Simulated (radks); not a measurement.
Values are calculated unless marked as measured or tabulated.
How relativity changes the ionisation of neutral molybdenum ([Kr] 4d5 5s1) to Mo+ ([Kr] 4d5). Spin-unpolarised spherical Kohn-Sham, BLYP, point nucleus unless stated (finite: rms radius 4.4091 fm), a radial shooting solver on a logarithmic mesh with Libxc functionals. A level marked "c x" has the speed of light scaled by that factor and shares open shells by 2j + 1; other Dirac levels either fill j = l - 1/2 first or share by 2j + 1.

level                               E(Mo) (hartree)  E(Mo+) (hartree)  IE (eV)   HOMO  <r> HOMO (bohr)
non-rel.                                -3977.47405       -3977.23266    6.569     5s            3.727
scalar-rel.                             -4049.15216       -4048.89731    6.935     4d            2.010
scalar-rel., finite nucleus             -4049.09509       -4048.84024    6.935     4d            2.010
Dirac, 2j+1 shares                      -4049.73564       -4049.48077    6.935  4d5/2            2.024
Dirac, low j first                      -4049.75057       -4049.49649    6.914  4d5/2            2.032
Dirac, 2j+1 shares, finite nucleus      -4049.67846       -4049.42359    6.935  4d5/2            2.024
Dirac, c x 1.25                         -4022.93705       -4022.68727    6.797  4d5/2            2.006
Dirac, c x 1.5                          -4008.75967       -4008.51255    6.725  4d5/2            1.996
Dirac, c x 2                            -3994.91603       -3994.67146    6.655  4d5/2            1.987

NIST Atomic Spectra Database: 7.092 eV (measured). The relativistic part of the total energy of Mo is -72.2 hartree (Dirac, 2j+1 shares, finite nucleus), 1.8 % of the non-relativistic value. Spin polarisation and multiplet splitting of open shells are left out at every level.

Beside tabulated values, note that relativity, absent from the non-relativistic runs, is large for the heavy elements, and spin-unpolarised runs miss the spin-polarisation part of the exchange energy of open shells.
